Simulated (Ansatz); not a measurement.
`[F][Hf]([Cl])([Cl])[Cl]` + H–F → `[F][Hf]([F])([Cl])[Cl]` + HCl at 500 K and 1 bar (ligand exchange at the Hf–Cl bond).

Computed with Ansatz on PBE0-D4/def2-TZVP structures; ΔE is electronic, products minus reactants. CBS: MP2 limit from def2 TZ/QZ plus the TZ coupled-cluster correction, frozen cores. This one scheme is used for every species. def2 core potentials past Kr. For Hf outer-core shells are correlated without core-valence functions, which leaves a few kJ/mol of doubt a bond.

| species | CCSD(T)/CBS energy (Eh) | H − E (kJ/mol) | S (J/(mol·K)) |
| --- | --- | --- | --- |
| `[F][Hf]([Cl])([Cl])[Cl]` | -1527.34680 | 56.8 | 426.8 |
| H–F | -100.39570 | 39.4 | 188.7 |
| `[F][Hf]([F])([Cl])[Cl]` | -1167.36631 | 57.6 | 417.5 |
| HCl | -460.38127 | 32.5 | 201.9 |

H − E and S are ideal-gas, rigid-rotor, harmonic terms from PBE0-D4/def2-TZVP. 1 Eh = 2625.50 kJ/mol, R = 8.31446 J/(mol·K).

Q: By hand: ΔE, ΔH, ΔS and ΔG.

A: ΔE = (-1167.36631) + (-460.38127) − (-1527.34680) − (-100.39570) = -0.00508 Eh = -13.3 kJ/mol. Δ(H − E) = 57.6 + 32.5 − 56.8 − 39.4 = -6.1, so ΔH = -19.4 kJ/mol. ΔS = 417.5 + 201.9 − 426.8 − 188.7 = 3.9 J/(mol·K). ΔG = -19.4 − 500 × (3.9)/1000 = -21.3 kJ/mol.

Q: By hand: the equilibrium constant, and the temperature at which ΔG would vanish if ΔH and ΔS stayed fixed.

A: log₁₀ K = −ΔG/(RT ln 10) = 2.2. ΔH and −TΔS have one sign here, so there is no such temperature.

The number of gas molecules stays the same, so ΔS is small and ΔH decides. A doubt of 5 kJ/mol in ΔE shifts log₁₀ K by 0.5 here. These are equilibria of isolated gas molecules and say nothing of rates. Largest T1 diagnostic: 0.015 (customary marks: 0.02 for closed shells, 0.045 for open ones).

ΔS is within the doubt of such terms, so its sign, and with it that verdict, could turn.
